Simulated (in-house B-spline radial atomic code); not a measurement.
Configurations of the silver ion Ag⁴⁺, with energies counted from [Kr] (4d3/2)4 (4d5/2)3. Method: Dirac-Hartree-Fock, average of each configuration as written, Fermi nucleus of rms radius 4.5454 fm. Calculated with a radial B-spline atomic code at the basis-set limit. Energies include first-order Breit, QED and recoil terms.

Occupations are held fixed; configurations that lie above the ionisation limit could autoionise.

```json
{"configuration": "[Kr] (4d3/2)1 (4d5/2)6", "E - E(ref) (eV)": "1.6872", "highest orbital": "4d5/2", "its <r> (bohr)": "1.199"}
{"configuration": "[Kr] (4d3/2)2 (4d5/2)4 5s1", "E - E(ref) (eV)": "19.718", "highest orbital": "5s1/2", "its <r> (bohr)": "2.189"}
{"configuration": "[Kr] (4d3/2)1 (4d5/2)5 8s1", "E - E(ref) (eV)": "58.202", "highest orbital": "8s1/2", "its <r> (bohr)": "9.849"}
{"configuration": "[Ar] 3d10 4s2 (4p1/2)1 (4p3/2)4 (4d3/2)2 (4d5/2)5 (5f5/2)1", "E - E(ref) (eV)": "115.9", "highest orbital": "5f5/2", "its <r> (bohr)": "5.221"}
{"configuration": "[Ar] (3d3/2)3 (3d5/2)6 4s2 4p6 (4d3/2)4 (4d5/2)3 (5f7/2)1", "E - E(ref) (eV)": "428.86", "highest orbital": "5f7/2", "its <r> (bohr)": "5.172"}
```

Problem. Order these further configurations by energy, lowest first.
A. [Kr] (4d3/2)2 (4d5/2)4 (7g9/2)1
B. [Kr] (4d3/2)2 (4d5/2)5
C. [Ar] 3d10 4s2 (4p1/2)1 (4p3/2)4 (4d3/2)4 (4d5/2)3 8s1
D. [Ar] (3d3/2)4 (3d5/2)5 4s2 4p6 (4d3/2)1 (4d5/2)6 (7g9/2)1
E. [Ar] (3d3/2)3 (3d5/2)6 4s2 4p6 (4d3/2)4 (4d5/2)3 (5p3/2)1

Solution. B (1.4786 eV), A (61.263 eV), C (122.8 eV), E (404.44 eV), D (433.23 eV).
